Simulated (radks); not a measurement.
Isoelectronic series with 9 electrons, each ion in its NIST ground configuration. All-electron calculation, Dirac Kohn-Sham, PBE, spin-unpolarised, spherical densities, finite nucleus; open shells fill j = l - 1/2 first; Fermi nuclear charge, rms radius of each element as measured or else 0.836 A^(1/3) + 0.57 fm. Program: a radial shooting solver on a logarithmic mesh with Libxc functionals. Total energies (hartree) and mean radii <r> (bohr):

| ion | configuration | E (hartree) | 2p3/2 | 2p1/2 | 2s1/2 |
|---|---|---|---|---|---|
| F | [He] 2s2 2p5 | -99.74514 | 1.106 | 1.103 | 1.003 |
| Al4+ | [He] 2s2 2p5 | -236.27554 | 0.5667 | 0.5648 | 0.6035 |
| P6+ | [He] 2s2 2p5 | -327.30587 | 0.4596 | 0.4577 | 0.5017 |
| Cl8+ | [He] 2s2 2p5 | -433.56341 | 0.3871 | 0.3851 | 0.4290 |
| K10+ | [He] 2s2 2p5 | -555.10923 | 0.3346 | 0.3324 | 0.3745 |
| Sc12+ | [He] 2s2 2p5 | -692.01660 | 0.2946 | 0.2923 | 0.3322 |
| V14+ | [He] 2s2 2p5 | -844.37014 | 0.2633 | 0.2607 | 0.2983 |
| Mn16+ | [He] 2s2 2p5 | -1012.26522 | 0.2379 | 0.2352 | 0.2706 |
| Co18+ | [He] 2s2 2p5 | -1195.80841 | 0.2170 | 0.2142 | 0.2475 |
| Cu20+ | [He] 2s2 2p5 | -1395.11727 | 0.1995 | 0.1965 | 0.2279 |
| Ga22+ | [He] 2s2 2p5 | -1610.32090 | 0.1846 | 0.1814 | 0.2111 |
| As24+ | [He] 2s2 2p5 | -1841.56056 | 0.1717 | 0.1684 | 0.1965 |
| Br26+ | [He] 2s2 2p5 | -2088.99000 | 0.1606 | 0.1570 | 0.1837 |
| Rb28+ | [He] 2s2 2p5 | -2352.77592 | 0.1507 | 0.1470 | 0.1724 |
| Nb32+ | [He] 2s2 2p5 | -2930.15084 | 0.1342 | 0.1301 | 0.1532 |
